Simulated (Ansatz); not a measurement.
`[O]=[Ta]([OH])([F])[F]` + H₂O → `[O]=[Ta]([OH])([OH])[F]` + H–F at 600 K and 1 bar (formal hydrolysis of a Ta–F bond).

Calculated with Ansatz (gas phase, PBE0-D4/def2-TZVP geometries, no zero-point term in ΔE). CBS: MP2 limit from def2 TZ/QZ plus the TZ coupled-cluster correction, frozen cores. This one scheme is used for every species. def2 core potentials past Kr. For Ta outer-core shells are correlated without core-valence functions, which leaves a few kJ/mol of doubt a bond. Each species was taken in one conformer, which may not be the lowest.

```csv
species,CCSD(T)/CBS energy (Eh),H − E (kJ/mol),S (J/(mol·K))
`[O]=[Ta]([OH])([F])[F]`,-407.68418,105.7,416.4
H₂O,-76.37941,76.8,212.8
`[O]=[Ta]([OH])([OH])[F]`,-383.65757,140.2,433.4
H–F,-100.39570,42.3,194.0
```

H − E and S are ideal-gas, rigid-rotor, harmonic terms from PBE0-D4/def2-TZVP, for one conformer and one mirror image of each species. 1 Eh = 2625.50 kJ/mol, R = 8.31446 J/(mol·K).

**Question.** By hand: ΔE, ΔH, ΔS and ΔG.

**Answer.** ΔE = (-383.65757) + (-100.39570) − (-407.68418) − (-76.37941) = 0.01032 Eh = 27.1 kJ/mol. Δ(H − E) = 140.2 + 42.3 − 105.7 − 76.8 = 0.0, so ΔH = 27.1 kJ/mol. ΔS = 433.4 + 194.0 − 416.4 − 212.8 = -1.8 J/(mol·K). ΔG = 27.1 − 600 × (-1.8)/1000 = 28.2 kJ/mol.

**Question.** By hand: the equilibrium constant, and the temperature at which ΔG would vanish if ΔH and ΔS stayed fixed.

**Answer.** log₁₀ K = −ΔG/(RT ln 10) = -2.5. ΔH and −TΔS have one sign here, so there is no such temperature.

The number of gas molecules stays the same, so ΔS is small and ΔH decides. A doubt of 5 kJ/mol in ΔE shifts log₁₀ K by 0.4 here. Other conformers and mirror images would add mixing entropy, several J/(mol·K) or more a flexible species. These are equilibria of isolated gas molecules and say nothing of rates. Largest T1 diagnostic: 0.020 (customary marks: 0.02 for closed shells, 0.045 for open ones).

ΔS is within the doubt of such terms, so its sign, and with it that verdict, could turn.
